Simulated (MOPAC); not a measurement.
A run for MOPAC: PM6 on CH4OSi (SMILES CO[SiH]), a point of a bond scan (R = 1.549 Å).

```
PM6 1SCF PRECISE CHARGE=0 THREADS=1
CH4OSi

Si    -0.40795220 1    -0.67898645 1     0.91806636 1
H     -1.31023994 1    -1.18844128 1    -0.23386185 1
O      0.45056196 1     0.41925112 1     0.04651040 1
C      0.38283843 1     0.78205128 1    -1.32615327 1
H      0.15320104 1     1.84590433 1    -1.40103075 1
H      1.35331237 1     0.59928607 1    -1.78972690 1
H     -0.38646891 1     0.20274464 1    -1.84347312 1
```

Program output:

```
*******************************************************************************
 **                                                                           **
 **                              MOPAC v23.2.5                                **
 **                                                                           **
 *******************************************************************************
 ** MOPAC's Digital Object Identifier: https://doi.org/10.5281/zenodo.6511958 **
 **                                                                           **
 ** Please cite the open-source release paper for use of this MOPAC version:  **
 ** J. E. Moussa and J. J. P. Stewart (2026)                                  **
 ** MOPAC: An open-source semiempirical molecular orbital program             **
 ** J. Open Source Softw., 11(119), 8025, https://doi.org/10.21105/joss.08025 **
 *******************************************************************************

                              PM6 CALCULATION RESULTS

 *******************************************************************************
 *  PM6        - The PM6 Hamiltonian to be used
 *
 *
 *
 *                 CHARGE ON SYSTEM = 0
 *
 *
 *
 *  PRECISE    - TIGHTER CRITERIA TO BE USED
 *  1SCF       - DO 1 SCF AND THEN STOP
 *  THREADS=1  - MULTI-THREADING NOT USED
 *  T=         - A TIME OF 172800.0 SECONDS REQUESTED
 *  DUMP=N     - RESTART FILE WRITTEN EVERY 7200.0 SECONDS REQUESTED
 *******************************************************************************
PM6 1SCF PRECISE CHARGE=0 THREADS=1
 CH4OSi

   ATOM   CHEMICAL          X               Y               Z
  NUMBER   SYMBOL      (ANGSTROMS)     (ANGSTROMS)     (ANGSTROMS)

     1      Si         -0.40795220  *  -0.67898645  *   0.91806636  *
     2       H         -1.31023994  *  -1.18844128  *  -0.23386185  *
     3       O          0.45056196  *   0.41925112  *   0.04651040  *
     4       C          0.38283843  *   0.78205128  *  -1.32615327  *
     5       H          0.15320104  *   1.84590433  *  -1.40103075  *
     6       H          1.35331237  *   0.59928607  *  -1.78972690  *
     7       H         -0.38646891  *   0.20274464  *  -1.84347312  *



          CARTESIAN COORDINATES

    NO.       ATOM           X           Y           Z

     1        Si         -0.4080     -0.6790      0.9181
     2         H         -1.3102     -1.1884     -0.2339
     3         O          0.4506      0.4193      0.0465
     4         C          0.3828      0.7821     -1.3262
     5         H          0.1532      1.8459     -1.4010
     6         H          1.3533      0.5993     -1.7897
     7         H         -0.3865      0.2027     -1.8435

 General Reference for PM6:
 "Optimization of Parameters for Semiempirical Methods V: Modification of NDDO Approximations
 and Application to 70 Elements", J. J. P. Stewart, J. Mol. Mod., 13, 1173-1213 (2007)
 URL: https://link.springer.com/article/10.1007/s00894-007-0233-4

           Empirical Formula: C H4 O Si  =     7 atoms



      MOLECULAR POINT GROUP   :   Cs


      RHF CALCULATION, NO. OF DOUBLY OCCUPIED LEVELS = 9


 -------------------------------------------------------------------------------
 PM6 1SCF PRECISE CHARGE=0 THREADS=1
 CH4OSi



     1SCF WAS SPECIFIED, SO BFGS WAS NOT USED
     SCF FIELD WAS ACHIEVED


                              PM6 CALCULATION
                                                       MOPAC v23.2.5 Linux




          FINAL HEAT OF FORMATION =         -4.08008 KCAL/MOL =     -17.07107 KJ/MOL


          COSMO AREA              =        106.14 SQUARE ANGSTROMS
          COSMO VOLUME            =         93.28 CUBIC ANGSTROMS

          IONIZATION POTENTIAL    =          7.712275 EV
          HOMO LUMO ENERGIES (EV) =         -7.712 -0.948
          NO. OF FILLED LEVELS    =          9
          MOLECULAR WEIGHT        =         60.1275         POINT GROUP:  Cs

          MOLECULAR DIMENSIONS (Angstroms)

            Atom       Atom       Distance
            H     6    H     2     3.56528
           Si     1    H     7     2.37434
            H     5    H     2     1.68977


          SCF CALCULATIONS        =          1





   ATOM   CHEMICAL          X               Y               Z
  NUMBER   SYMBOL      (ANGSTROMS)     (ANGSTROMS)     (ANGSTROMS)

     1      Si         -0.40795220  *  -0.67898645  *   0.91806636  *
     2       H         -1.31023994  *  -1.18844128  *  -0.23386185  *
     3       O          0.45056196  *   0.41925112  *   0.04651040  *
     4       C          0.38283843  *   0.78205128  *  -1.32615327  *
     5       H          0.15320104  *   1.84590433  *  -1.40103075  *
     6       H          1.35331237  *   0.59928607  *  -1.78972690  *
     7       H         -0.38646891  *   0.20274464  *  -1.84347312  *

                             CARTESIAN COORDINATES

   1   Si       -0.407952200    -0.678986450     0.918066360
   2    H       -1.310239940    -1.188441280    -0.233861850
   3    O        0.450561960     0.419251120     0.046510400
   4    C        0.382838430     0.782051280    -1.326153270
   5    H        0.153201040     1.845904330    -1.401030750
   6    H        1.353312370     0.599286070    -1.789726900
   7    H       -0.386468910     0.202744640    -1.843473120


           Empirical Formula: C H4 O Si  =     7 atoms



      MOLECULAR POINT GROUP   :   Cs


                  EIGENVALUES
 -29.75272 -24.81986 -18.20494 -16.06985 -15.85661 -13.74225 -11.62299 -11.29515
  -7.71228  -0.94829  -0.31179   1.06976   1.78025   1.82082   2.65326   3.39758
   3.97731   5.19386   5.32399   5.51189   5.97806


              NET ATOMIC CHARGES AND DIPOLE CONTRIBUTIONS

  ATOM NO.   TYPE          CHARGE      No. of ELECS.   s-Pop       p-Pop       d-Pop
    1         Si           0.265956        3.7340     1.79357     1.43866     0.50181
    2          H          -0.048847        1.0488     1.04885
    3          O          -0.479230        6.4792     1.68381     4.79542
    4          C          -0.140170        4.1402     1.08792     3.05225
    5          H           0.136035        0.8640     0.86396
    6          H           0.136035        0.8640     0.86396
    7          H           0.130220        0.8698     0.86978
 DIPOLE           X         Y         Z       TOTAL
 POINT-CHG.    -0.766    -0.356    -1.224     1.487
 HYBRID        -0.173     0.043    -0.675     0.698
 SUM           -0.939    -0.312    -1.899     2.142


          ATOMIC ORBITAL ELECTRON POPULATIONS

     Atom    s        px        py        pz      x^2-y^2     xz        z^2       yz        xy
    1 Si   1.79357   0.35020   0.24072   0.84775   0.07988   0.13999   0.03771   0.11798   0.12626
    2  H   1.04885
    3  O   1.68381   1.75618   1.70051   1.33873
    4  C   1.08792   1.13973   1.11837   0.79415
    5  H   0.86396
    6  H   0.86396
    7  H   0.86978

 **********************
 *                    *
 * JOB ENDED NORMALLY *
 *                    *
 **********************




 == MOPAC DONE ==
```

The run finished.

Cost: roughly 0.020 core-seconds.
